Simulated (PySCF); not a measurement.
**Question.** Write Cartesian coordinates for `[SiH3]SCOc1ncsn1` as optimised with GFN2-xTB.

**Answer.** 
```
atom  x, y, z in Å
Si1    2.869   -0.489    0.038
S2     2.223    1.281    1.099
C3     0.486    1.198    0.616
O4     0.167   -0.167    0.441
C5    -1.108   -0.445    0.209
N6    -2.054    0.524    0.166
C7    -3.201   -0.024   -0.071
S8    -3.086   -1.732   -0.238
N9    -1.478   -1.686    0.016
H10    4.314   -0.337    0.098
H11    2.399   -1.668    0.744
H12    2.367   -0.370   -1.324
H13    0.336    1.750   -0.319
H14   -0.122    1.651    1.403
H15   -4.117    0.523   -0.152
```

Orientation and origin are arbitrary. Atoms count from 1 in this order. N9 (pyridine-type nitrogen) is bent (angle 109.2°). Of the pairs four or more bonds apart, N6···H14 is among the closest relative to their van der Waals radii: 2.56 Å, 93 % of the sum of Bondi's values. The C–O distances run from 1.326 Å (O4–C5, drawn single) to 1.412 Å (C3–O4, drawn single), a spread of 0.086 Å. The 3 C–N bonds span 1.293 Å (N6–C7, aromatic) to 1.355 Å (C5–N6, aromatic), a spread of 0.062 Å.

Bonds between heavy atoms (Å): Si1–S2 2.163, S2–C3 1.805, C3–O4 1.412, O4–C5 1.326, C5–N6 1.355, N6–C7 1.293, C7–S8 1.720, S8–N9 1.629, C5–N9 1.309.

The geometry is computed with GFN2-xTB (gas phase).

Point group: C1 (no symmetry element, even within 0.4 Å). No frequency check. The numbers are those of one conformer (Si1–S2–C3–O4 30°, S2–C3–O4–C5 174°, C3–O4–C5–N6 -1°).
